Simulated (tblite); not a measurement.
Q: What does the GFN2-xTB structure of `CN[Si@@H]1C=CC1=O` look like in three dimensions?

A: 
Z-matrix in Å and degrees, rows numbered from 1:
```
C 
N   1  1.4448
Si  2  1.7081  1  125.80
C   3  1.9161  2  124.67  1   -96.91
C   4  1.3439  3   96.04  2  -109.36
C   5  1.4771  4  103.24  3     1.85
O   6  1.2060  3  139.05  2   -57.68
H   1  1.0866  2  109.00  3   -25.82
H   1  1.0911  2  110.13  3  -145.07
H   1  1.0943  2  112.04  3    94.09
H   2  1.0094  1  112.06  3  -160.16
H   3  1.4582  2  107.53  1    40.70
H   4  1.0796  3  138.83  2    71.56
H   5  1.0788  4  129.87  3  -178.12
```

The 2 C–Si bonds span 1.916 Å (Si3–C4, drawn single) to 1.942 Å (Si3–C6, drawn single), a spread of 0.026 Å. The 2 C–C bonds span 1.344 Å (C4=C5, drawn double) to 1.477 Å (C5–C6, drawn single), a spread of 0.133 Å. The 4-membered ring Si3–C4–C5–C6 has internal angles of 70.0° to 103.2°; it is almost planar, 0.01 Å rms from its mean plane, widest ring torsion 2°. N2 (silicon-bound nitrogen) is almost planar (angles 125.8°, 119.2° and 112.1°, sum 357.0°, 0.13 Å off the plane of its three neighbours).

Structure optimised with GFN2-xTB, isolated species.

Point group: C1 (no symmetry element, even within 0.4 Å). Its GFN2-xTB frequencies are all real (lowest 65 cm⁻¹). The numbers are those of one conformer (C1–N2–Si3–C4 -97°). 2 starts were optimised and ended at 0.00 and 0.49 kcal/mol (GFN2-xTB); the lowest of these is shown.

The numbers are calculated, not measured.
